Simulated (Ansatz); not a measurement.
`[CH3][InH][C]#N` → `[CH2]` (triplet) + `N#[C][InH2]`  (formal loss of a carbene)

Isolated molecules relaxed with PBE0-D4/def2-TZVP in Ansatz; ΔE leaves out vibrations. CBS: MP2 limit from def2 TZ/QZ plus the TZ coupled-cluster correction, frozen cores. This one scheme is used for every species. Functionals use def2-TZVPP. B3LYP here is the variant with VWN-RPA as its local correlation; programs differ in this. HSE06 is defined as in plane-wave codes. Triplets are unrestricted, without spin–orbit coupling. def2 core potentials past Kr. For In outer-core shells are correlated without core-valence functions, which leaves a few kJ/mol of doubt a bond.

`[CH3][InH][C]#N`:

Cartesian coordinates in Å:
```
C -0.420 1.349 0.131
In -0.252 -0.632 -0.635
C 1.105 -1.852 0.499
N 1.838 -2.488 1.123
H -0.734 1.302 1.175
H -1.133 1.945 -0.436
H 0.560 1.827 0.097
H -0.964 -1.451 -1.954
```

`[CH2]` (triplet):

Z-matrix (Å, degrees):
```
C
H 1 1.079
H 1 1.079 2 134.9
```

`N#[C][InH2]`:

Cartesian coordinates in Å:
```
N -0.671 -0.522 2.336
C -0.360 -0.280 1.251
In 0.217 0.169 -0.756
H -0.667 -0.671 -1.945
H 1.481 1.304 -0.886
```

| level | ΔE (kJ/mol) | difference from CCSD(T)/CBS |
| --- | --- | --- |
| LDA (SPW92) | 531.0 | 61.6 |
| PBE-D4 | 470.3 | 0.9 |
| revPBE-D4 | 454.0 | -15.4 |
| BLYP-D4 | 456.9 | -12.5 |
| r2SCAN-D4 | 441.6 | -27.8 |
| B97M-V | 455.3 | -14.1 |
| PBE0-D4 | 460.1 | -9.3 |
| B3LYP-D4 | 456.0 | -13.4 |
| r2SCANh-D4 | 439.4 | -30.0 |
| r2SCAN0-D4 | 436.4 | -33.0 |
| HSE06-D4 | 460.7 | -8.7 |
| BHLYP-D4 | 442.8 | -26.6 |
| ωB97X-V | 471.7 | 2.3 |
| ωB97M-V | 465.4 | -4.0 |
| B2PLYP | 457.6 | -11.8 |
| PBE-QIDH | 461.4 | -8.0 |
| revPBE | 442.5 | -26.9 |
| BLYP | 447.4 | -22.0 |
| r2SCAN | 440.4 | -29.0 |
| PBE0 | 456.1 | -13.3 |
| B3LYP | 448.7 | -20.7 |
| r2SCANh | 438.1 | -31.3 |
| r2SCAN0 | 435.0 | -34.4 |
| HSE06 | 456.9 | -12.5 |
| BHLYP | 436.4 | -33.0 |
| CAM-B3LYP | 453.8 | -15.6 |
| LC-ωPBE | 450.4 | -19.0 |
| RPA@PBE/def2-TZVPP | 447.0 | -22.4 |
| HF/def2-SVP | 309.8 | -159.6 |
| MP2/def2-SVP | 447.5 | -21.9 |
| CCSD/def2-SVP | 426.6 | -42.8 |
| CCSD(T)/def2-SVP | 435.0 | -34.4 |
| HF/def2-TZVPP | 310.3 | -159.1 |
| MP2/def2-TZVPP | 473.8 | 4.4 |
| SCS-MP2/def2-TZVPP | 470.7 | 1.3 |
| CCSD/def2-TZVPP | 443.3 | -26.1 |
| CCSD(T)/def2-TZVPP | 455.6 | -13.8 |
| MP2/def2-QZVPP | 481.9 | 12.5 |
| SCS-MP2/def2-QZVPP | 479.9 | 10.5 |
| MP2/CBS(def2) | 487.7 | 18.3 |
| CCSD(T)/CBS | 469.4 | 0 |

Largest T1 diagnostic among the species: 0.015.

The D4 term adds +7.3 kJ/mol with B3LYP and +4.0 kJ/mol with PBE0; it sums over pairs of atoms, weighted by their polarisabilities, and B3LYP, whose exchange is more repulsive, gets the larger term. Leaving LDA and LC-ωPBE aside and taking each functional with its dispersion term where it has one, the values spread over 35.2 kJ/mol, from r2SCAN0-D4 to ωB97X-V. LDA lies +65.2 kJ/mol from PBE without D4. From PBE to PBE0 (25 % exact exchange), in def2-TZVPP and without D4, ΔE moves by −9.6 kJ/mol.
